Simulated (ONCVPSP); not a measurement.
## What one change does to a pseudopotential (calcium, ONCV)

ONCVPSP 4.0.1 input, shortened (lines: element, Z, core and valence counts, functional; n l f; lmax; l rc ep ncon nbas qcut; lloc lpopt rc5 dvloc0; l nproj debl; icmod fcfact rcfact), PBE, scalar-relativistic:

```
  Ca 20.00    3    3        4      upf
    1    0    2.00
    2    0    2.00
    2    1    6.00
    3    0    2.00
    3    1    6.00
    4    0    2.00
    2
    0    1.80    0.00    3    7    6.20
    1    1.40    0.00    4    7    9.60
    2    1.40    0.33    4    9    6.50
    2    5    1.40    0.00
    0    2    2.50
    1    2    1.70
    2    0    1.50
    3    2.50    1.70
```

In the d channel the program set the typed energies aside and used 0.050 Ha.

Change: d: rc 1.12.

Cutoffs: the cutoffs (Ha) at which the residual kinetic energy of the hardest occupied pseudo-wave falls to 1 and 0.1 mHa per electron; they do not see the model core or the augmentation charge, which bear on the density cutoff. Errors are all-electron minus pseudo energies relative to the spin-unpolarised reference configuration.

Q: How do hardness, ghosts and transferability respond?

A: The potential gets neither clearly harder nor softer (22 Ha and 32 Ha → 22 Ha and 32 Ha); a bound ghost appears in s, which as a rule spoils a file; of the 4 tests that both files solve, the error grows in 0 and shrinks in 1 by more than 15 % and 0.3 meV (median size 1.5 → 0.9 meV).

| quantity | base | changed |
| --- | --- | --- |
| cutoff, loose | 22 Ha | 22 Ha |
| cutoff, tight | 32 Ha | 32 Ha |
| bound ghosts | none | s |
| GHOST(+) flags under 300 eV | s at 279.5 eV | p at 167.6 eV |
| error for 3s2 3p6 4s1, meV [ΔE 6.31 eV] | -0.4 | -0.4 |
| error for 3s2 3p6 4s0, meV [ΔE 18.13 eV] | -2.5 | -2.5 |
| error for 3s2 3p6 4s1.5, meV [ΔE 2.50 eV] | -0.1 | -0.1 |
| error for 3s2 3p6 3d0.5 4s1.5, meV [ΔE 1.05 eV] | -3.9 | -1.4 |
| s: phases at 1.83 bohr within 0.05 rad from the reference energy up to (Ha; the scan ends near 5) | to the end of the scan | to the end of the scan |
| p: phases at 1.42 bohr within 0.05 rad from the reference energy up to (Ha; the scan ends near 5) | 3.7 | 3.9 |
| rms error of d²Exc/dni dnj with the model core, mHa | 2.16 | 2.16 |

 A true bound ghost makes a file unfit for plane-wave use even where its test errors are small: the radial tests pick states by their node count and pass the ghost by.
